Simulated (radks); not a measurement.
Spherical quantum dot in the effective-mass picture: electrons in a well V = -V0 / (1 + exp((r - R)/a)) with V0 = 7.98, R = 3.65, a = 0.31, all in effective atomic units (hartree* = m*/eps^2 hartree, bohr* = eps/m* bohr), one dielectric constant everywhere. Calculated with a radial shooting solver with Libxc functionals: non-relativistic Kohn-Sham, LDA (Slater exchange, Perdew-Wang correlation), spin-polarised, spherical densities. Levels are named by radial order and angular momentum (1s, 1p, 1d, 2s, ...), and open shells are averaged over m.

N = 5, configuration 1s2 1p(up 3, down 0). This is the lowest configuration that the search found. Occupied and some empty levels:

level,occupation,eigenvalue (hartree*),<r> (bohr*)
1s up,1,-5.7195,1.957
1s down,1,-5.6191,1.950
1p up,3,-5.3848,2.209
1p down,0,-5.2812,2.215
1d up,0,-4.9173,2.391
1d down,0,-4.8164,2.401
2s up,0,-4.5218,1.832
2s down,0,-4.4522,1.835
1f up,0,-4.3435,2.537
1f down,0,-4.2475,2.548

Energy (hartree*): total -32.3274, kinetic 2.6629, external -38.720, Hartree 5.3307, exchange-correlation -1.6012.
